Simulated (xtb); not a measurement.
BaCl$_{2}$ (SMILES [Cl][Ba][Cl]), singlet, at a GFN2-xTB geometry (such geometries of metal compounds can be far from the true shape); GFN1-xTB with ALPB(ether) run with xtb 6.7.1.

Input for xtb:
```
$ xtb mol.xyz --gfn 1 --alpb ether --json

# file mol.xyz
3

Ba     0.29970232     0.35674088     0.39460706
Cl     0.97266002    -0.25073526    -2.06809506
Cl    -1.95991471    -0.92441117     0.76821298
```

### Question
What does xtb print? Leave out banner, timings and long lists.

### Answer

```
   ID    Z sym.   atoms
    1   56 Ba     1
    2   17 Cl     2, 3

           -------------------------------------------------
          |                Calculation Setup                |
           -------------------------------------------------

           -------------------------------------------------
          |                 G F N 1 - x T B                 |
           -------------------------------------------------

      * Solvation model:               ALPB
        Solvent                        ether
        Parameter file                 internal GFN1-xTB/ALPB
        Dielectric constant                4.3300E+00
        Reference state                gsolv [1 M gas/solution]
        Free energy shift                  1.3619E-02 Eh       8.5463E+00 kcal/mol
        Temperature                        2.9815E+02 K
        Density                            7.1300E-01 kg/L
        Solvent mass                       7.4120E+01 g/mol
        Interaction kernel             P16
        Born radius scaling (c1)           1.8244E+00
        Born radii integrator          GBOBC
        Born offset                        0.0000E+00 a0       0.0000E+00 AA
        H-bond correction              true
        Ion screening                  false
        Surface tension                    1.0000E-05 Eh       1.5569E+01 dyn/cm
        Grid points                               230 per atom

          ...................................................
          :                      SETUP                      :
          :.................................................:
          :  # basis functions                  30          :
          :  # atomic orbitals                  27          :
          :  # shells                            9          :
          :  # electrons                        16          :
          :  # halogen bonds                     0          :
          :  max. iterations                   250          :
          :  Hamiltonian                  GFN1-xTB          :
          :  restarted?                      false          :
          :  GBSA solvation                   true          :
          :  PC potential                    false          :
          :  electronic temp.          300.0000000     K    :
          :  accuracy                    1.0000000          :
          :  -> integral cutoff          0.2500000E+02      :
          :  -> integral neglect         0.1000000E-07      :
          :  -> SCF convergence          0.1000000E-05 Eh   :
          :  -> wf. convergence          0.2000000E-04 e    :
          :  Broyden damping             0.4000000          :
          :  net charge                          0          :
          :  unpaired electrons                  0          :
          ...................................................

 iter      E             dE          RMSdq      gap      omega  full diag
   1     -9.1996211 -0.919962E+01  0.611E+00    3.53       0.0  T
   2     -9.2098145 -0.101934E-01  0.389E+00    4.42       1.0  T
   3     -9.2089717  0.842823E-03  0.158E+00    3.74       1.0  T
   4     -9.2124624 -0.349074E-02  0.462E-02    4.06       1.3  T
   5     -9.2124628 -0.374897E-06  0.187E-02    4.06       3.1  T
   6     -9.2124630 -0.222746E-06  0.603E-04    4.06      95.8  T
   7     -9.2124630 -0.250058E-10  0.759E-05    4.06     760.2  T
   8     -9.2124630 -0.377653E-11  0.159E-07    4.06  100000.0  T

   *** convergence criteria satisfied after 8 iterations ***

         :::::::::::::::::::::::::::::::::::::::::::::::::::::
         ::                     SUMMARY                     ::
         :::::::::::::::::::::::::::::::::::::::::::::::::::::
         :: total energy              -9.201336702128 Eh    ::
         :: total w/o Gsasa/hb        -9.182577189700 Eh    ::
         :: gradient norm              0.003450487603 Eh/a0 ::
         :: HOMO-LUMO gap              4.062201810240 eV    ::
[...]
         :: -> Gsolv                  -0.027903223146 Eh    ::
         ::    -> Gelec               -0.009143710718 Eh    ::
         ::    -> Gsasa               -0.032378927019 Eh    ::
         ::    -> Ghb                  0.000000000000 Eh    ::
         ::    -> Gshift               0.013619414591 Eh    ::
         :: repulsion energy           0.011962242195 Eh    ::
         :: dispersion energy         -0.000835944011 Eh    ::
         :: halogen bond corr.         0.000000000000 Eh    ::
         :: add. restraining           0.000000000000 Eh    ::
         :: total charge              -0.000000000000 e     ::
         :::::::::::::::::::::::::::::::::::::::::::::::::::::

           -------------------------------------------------
          |                Property Printout                |
           -------------------------------------------------

    * Orbital Energies and Occupations

         #    Occupation            Energy/Eh            Energy/eV
      -------------------------------------------------------------
         1        2.0000           -0.8866219             -24.1262
         2        2.0000           -0.8843135             -24.0634
         3        2.0000           -0.4915285             -13.3752
         4        2.0000           -0.4894539             -13.3187
         5        2.0000           -0.4839405             -13.1687
         6        2.0000           -0.4816256             -13.1057
         7        2.0000           -0.4758057             -12.9473
         8        2.0000           -0.4733949             -12.8817 (HOMO)
         9                         -0.3241117              -8.8195 (LUMO)
        10                         -0.2815434              -7.6612
        11                         -0.2752692              -7.4905
        12                         -0.2717091              -7.3936
        13                         -0.1978498              -5.3838
        14                         -0.1761502              -4.7933
        15                         -0.1668801              -4.5410
        16                         -0.0890099              -2.4221
        17                         -0.0281008              -0.7647
        18                         -0.0208960              -0.5686
        19                         -0.0207229              -0.5639
       ...                                ...                  ...
        27                          0.0108381               0.2949
      -------------------------------------------------------------
                  HL-Gap            0.1492832 Eh            4.0622 eV
             Fermi-level           -0.3987533 Eh          -10.8506 eV

  Mulliken/CM5 charges         n(s)   n(p)   n(d)
     1Ba    0.93111  1.19208   0.322  0.101  0.645
     2Cl   -0.46556 -0.59604   1.928  5.539 -0.001
     3Cl   -0.46556 -0.59604   1.928  5.539 -0.001

Wiberg/Mayer (AO) data.
largest (>0.10) Wiberg bond orders for each atom

 ---------------------------------------------------------------------------
     #   Z sym  total        # sym  WBO       # sym  WBO       # sym  WBO
 ---------------------------------------------------------------------------
     1  56 Ba   1.908 --     2 Cl   0.954     3 Cl   0.954
     2  17 Cl   0.986 --     1 Ba   0.954
     3  17 Cl   0.986 --     1 Ba   0.954
 ---------------------------------------------------------------------------

Topologies differ in total number of bonds
Writing topology from bond orders to xtbtopo.mol

 dipole moment from electron density (au)
     X       Y       Z
   2.1505   2.5597   2.8314  total (Debye):   11.136

           -------------------------------------------------
          | TOTAL ENERGY               -9.201336702128 Eh   |
          | GRADIENT NORM               0.003450487603 Eh/α |
          | HOMO-LUMO GAP               4.062201810240 eV   |
           -------------------------------------------------

normal termination of xtb
```
